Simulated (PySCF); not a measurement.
Sn(H)3(SiH3) (H6SiSn), SMILES [SiH3][SnH3]. Geometry optimised at B3LYP-D3(BJ)/def2-TZVP. The def2 effective core potentials stand for the cores of Sn; spin–orbit coupling is left out.

### Question
Give the equilibrium geometry at B3LYP-D3(BJ)/def2-TZVP (PySCF confirms it by a frequency run) as Cartesian coordinates in Å, and its point group. (Estimate from the structure and the level; the computed values follow.)

### Answer
point group C3v.
```xyz
8

Sn     0.0000     0.0000    -0.6210
Si     0.0000     0.0000     1.9542
H     -1.3857    -0.8000    -1.2333
H      1.3857    -0.8000    -1.2333
H      0.0000     1.6001    -1.2333
H     -1.2055     0.6960     2.4630
H      1.2055     0.6960     2.4630
H      0.0000    -1.3920     2.4630
```
